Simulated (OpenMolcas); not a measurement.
Nb3+ (d2) among equal point charges was computed by CASSCF with the d shell active (OpenMolcas, ANO-RCC-VDZP on the metal). Its lowest spin-free states, and all those of the highest spin:

```json
{"2S+1": "3", "Degeneracy": "3", "E (cm-1)": "0.0"}
{"2S+1": "1", "Degeneracy": "3", "E (cm-1)": "10109"}
{"2S+1": "1", "Degeneracy": "2", "E (cm-1)": "10310"}
{"2S+1": "3", "Degeneracy": "3", "E (cm-1)": "12789"}
{"2S+1": "1", "Degeneracy": "1", "E (cm-1)": "21144"}
{"2S+1": "3", "Degeneracy": "3", "E (cm-1)": "22430"}
{"2S+1": "1", "Degeneracy": "3", "E (cm-1)": "24777"}
{"2S+1": "1", "Degeneracy": "3", "E (cm-1)": "27262"}
{"2S+1": "3", "Degeneracy": "1", "E (cm-1)": "27274"}
{"2S+1": "1", "Degeneracy": "2", "E (cm-1)": "39856"}
{"2S+1": "1", "Degeneracy": "1", "E (cm-1)": "55510"}
```

Problem. Is the site octahedral, tetrahedral or cube-like, axial, or of lower symmetry?

Solution. The states with 2S+1 = 3 have orbital degeneracies 3, 3, 3, 1. Threefold states need a cubic site. For d2 at this spin an octahedron puts the threefold T1 below the threefold T2 and a tetrahedron or cube puts the single A2 below the threefold T2, so the site is octahedral. The run had Nb3+ among 6 point charges of -1 e arranged as an octahedron (Oh), 1.82 Å from the ion.

An orbital triplet at a regular site is open to Jahn-Teller coupling, which can distort the site and quench the lowest spin-orbit gaps and is left out. Without dynamic correlation the repulsion within the d shell is too large (B by tens of per cent), so at a given field states of lower spin stand too high. This field is weak: 10Dq is about 14660 cm-1, while octahedral complexes of 4d ions of charge 3 and more, computed by the same method with explicit ligands, had a median near 25000 cm-1. Ground spin and moment need not be those of a real site. This is an electrostatic model: the charges have no orbitals. No measured value stands beside these numbers.
